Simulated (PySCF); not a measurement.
From one molecule to another.

First species: C5H10SSi.
InChI=1S/C5H10SSi/c1-3-5(7)4(2)6/h3H,1-2,7H3/b5-3+

Second species: C8H7FO2.
Structure used (GFN2-xTB), in Å, numbered top down from 1:
```xyz
18
C8H7FO2 angstrom
O      2.2705   -2.2755   -0.1381
C      2.2962   -1.0703   -0.0964
O      3.4492   -0.3838   -0.0990
C      1.0960   -0.2065   -0.0383
C      1.1917    1.1830   -0.0016
C      0.0388    1.9421    0.0512
C     -1.2048    1.3304    0.0693
C     -1.3069   -0.0543    0.0343
C     -2.6427   -0.7452    0.0509
F     -3.6811    0.1424    0.1638
C     -0.1523   -0.8198   -0.0203
H      4.1963   -1.0011   -0.1375
H      2.1632    1.6510   -0.0143
H      0.1036    3.0194    0.0783
H     -2.1028    1.9279    0.1118
H     -2.7182   -1.4316    0.9030
H     -2.8049   -1.3036   -0.8794
H     -0.2005   -1.8983   -0.0495
```

Levels: PBE0/pcSseg-1 for dipole moment, HOMO energy, LUMO energy and HOMO–LUMO gap; GFN2-xTB for rotational constant A and rotational constant C. Geometries: GFN2-xTB. Each species is one conformer at its optimised geometry, gas phase, non-relativistic unless stated; the electronic structure was computed with PySCF and density fitting.

The conformers computed, where there is a choice (atom-mapped SMILES and torsion angles):
- `[CH3:1]/[CH:2]=[C:3](/[SiH3:4])[C:5]([CH3:6])=[S:7]`: C2–C3–C5–C6 136°
- `[O:1]=[C:2]([OH:3])[c:4]1[cH:5][cH:6][cH:7][c:8]([CH2:9][F:10])[cH:11]1`: O1–C2–C4–C5 180°, C7–C8–C9–F10 -3°, H–O3–C2–O1 0°

| property | column X | column Y |
| --- | --- | --- |
| dipole moment | 1.29 D | 2.47 D |
| HOMO energy | -7.60 eV | -6.17 eV |
| LUMO energy | -1.55 eV | -2.23 eV |
| HOMO–LUMO gap | 6.05 eV | 3.94 eV |
| rotational constant A | 2.549 GHz | 2.044 GHz |
| rotational constant C | 0.501 GHz | 0.976 GHz |

Problem. Which column belongs to which species?

Solution. Column X is the second species and column Y the first. The first has 17 atoms and 70 electrons, the second 18 and 80.

Problem. How does each property change from the first species to the second?

Solution. dipole moment -1.18 D; HOMO energy -1.43 eV; LUMO energy +0.68 eV; HOMO–LUMO gap +2.11 eV; rotational constant A +0.505 GHz; rotational constant C -0.475 GHz.

On the first: A dipole of 2.47 D is allowed in C1, and pure rotational transitions are dipole-allowed. In atomic units the dipole is 0.97 e·bohr (1 au = 2.5417 D).

On the second: In atomic units the dipole is 0.51 e·bohr (1 au = 2.5417 D).
